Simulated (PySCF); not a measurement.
# Rhodium: a sound run and one with changed settings

Sound run: Rh⁺ [Kr] 4d8, Rh²⁺ [Kr] 4d7. Calculation: PySCF 2.14, in x2c-SVPall (6s5p5d1f, 53 functions); the spin-free X2C one-electron Hamiltonian (Gaussian nucleus). In the sound run the correlated levels freeze [Kr]. The sound run starts from symmetry-adapted Hartree-Fock orbitals and uses a fine grid where one is needed.

Changed run: the non-relativistic Hamiltonian (point nucleus). This setting is unsound on purpose.

```json
{"species": "Rh⁺", "method": "UHF", "sound run (hartree)": "-4780.51111", "changed run (hartree)": "-4615.66507", "converged": "yes"}
{"species": "Rh⁺", "method": "B3LYP", "sound run (hartree)": "-4782.93711", "changed run (hartree)": "-4618.10407", "converged": "yes"}
{"species": "Rh⁺", "method": "BP86", "sound run (hartree)": "-4783.44592", "changed run (hartree)": "-4618.61575", "converged": "yes"}
{"species": "Rh⁺", "method": "MP2", "sound run (hartree)": "-4780.67311", "changed run (hartree)": "-4615.82474", "converged": "yes"}
{"species": "Rh²⁺", "method": "UHF", "sound run (hartree)": "-4779.91626", "changed run (hartree)": "-4615.05363", "converged": "yes"}
{"species": "Rh²⁺", "method": "B3LYP", "sound run (hartree)": "-4782.25921", "changed run (hartree)": "-4617.41148", "converged": "yes"}
{"species": "Rh²⁺", "method": "BP86", "sound run (hartree)": "-4782.76003", "changed run (hartree)": "-4617.91537", "converged": "yes"}
{"species": "Rh²⁺", "method": "MP2", "sound run (hartree)": "-4780.03203", "changed run (hartree)": "-4615.16815", "converged": "yes"}
```

Ionisation energy of Rh⁺:

| method | sound run (eV) | changed run (eV) |
| --- | --- | --- |
| UHF | 16.187 | 16.638 |
| B3LYP | 18.447 | 18.846 |
| BP86 | 18.664 | 19.058 |
| MP2 | 17.445 | 17.867 |
| SCS-MP2 | 17.452 | 17.873 |

Most of the change in total energy is the relativistic energy itself. On top of that the contraction fixes the core shape for the Hamiltonian it was made with, so the changed run is not a good calculation with the other Hamiltonian either.

For comparison, NIST gives 18.08 eV between the lowest levels.
